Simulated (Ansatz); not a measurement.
Consider the ligand exchange at the Si–C bond: `C=C[SiH](C)O` + PH₃ → `C[SiH](O)P` + `C=C`.

Program: Ansatz. Geometries: PBE0-D4/def2-TZVP. ΔE: electronic, gas phase. CCSD(T)/CBS adds triple-zeta CCSD(T) − MP2 to the extrapolated MP2 energy (def2 sets, frozen cores). This one scheme is used for every species. DFT in def2-TZVPP. B3LYP here is the variant with VWN-RPA as its local correlation; programs differ in this. Each species was taken in one conformer, which may not be the lowest.

```json
{"level": "PBE-D4", "ΔE (kJ/mol)": "-23.6", "difference from CCSD(T)/CBS": "-6.8"}
{"level": "PBE0-D4", "ΔE (kJ/mol)": "-21.7", "difference from CCSD(T)/CBS": "-4.9"}
{"level": "B3LYP-D4", "ΔE (kJ/mol)": "-15.8", "difference from CCSD(T)/CBS": "1.0"}
{"level": "ωB97X-V", "ΔE (kJ/mol)": "-15.8", "difference from CCSD(T)/CBS": "1.0"}
{"level": "B2PLYP", "ΔE (kJ/mol)": "-15.0", "difference from CCSD(T)/CBS": "1.8"}
{"level": "PBE", "ΔE (kJ/mol)": "-24.0", "difference from CCSD(T)/CBS": "-7.2"}
{"level": "HF/def2-TZVPP", "ΔE (kJ/mol)": "-9.5", "difference from CCSD(T)/CBS": "7.3"}
{"level": "MP2/def2-TZVPP", "ΔE (kJ/mol)": "-13.8", "difference from CCSD(T)/CBS": "3.0"}
{"level": "CCSD/def2-TZVPP", "ΔE (kJ/mol)": "-12.3", "difference from CCSD(T)/CBS": "4.5"}
{"level": "CCSD(T)/def2-TZVPP", "ΔE (kJ/mol)": "-13.3", "difference from CCSD(T)/CBS": "3.5"}
{"level": "HF/def2-QZVPP", "ΔE (kJ/mol)": "-9.5", "difference from CCSD(T)/CBS": "7.3"}
{"level": "MP2/def2-QZVPP", "ΔE (kJ/mol)": "-15.8", "difference from CCSD(T)/CBS": "1.0"}
{"level": "SCS-MP2/def2-QZVPP", "ΔE (kJ/mol)": "-13.4", "difference from CCSD(T)/CBS": "3.4"}
{"level": "HF/CBS(def2)", "ΔE (kJ/mol)": "-9.5", "difference from CCSD(T)/CBS": "7.3"}
{"level": "MP2/CBS(def2)", "ΔE (kJ/mol)": "-17.3", "difference from CCSD(T)/CBS": "-0.5"}
{"level": "CCSD/CBS(def2)", "ΔE (kJ/mol)": "-15.8", "difference from CCSD(T)/CBS": "1.0"}
{"level": "CCSD(T)/CBS", "ΔE (kJ/mol)": "-16.8", "difference from CCSD(T)/CBS": "0"}
```

Largest T1 diagnostic among the species: 0.013.

In def2-TZVPP, CCSD(T) changes the Hartree–Fock value by −3.8 kJ/mol (the triples alone add −1.0 kJ/mol) and MP2 by −4.2 kJ/mol.
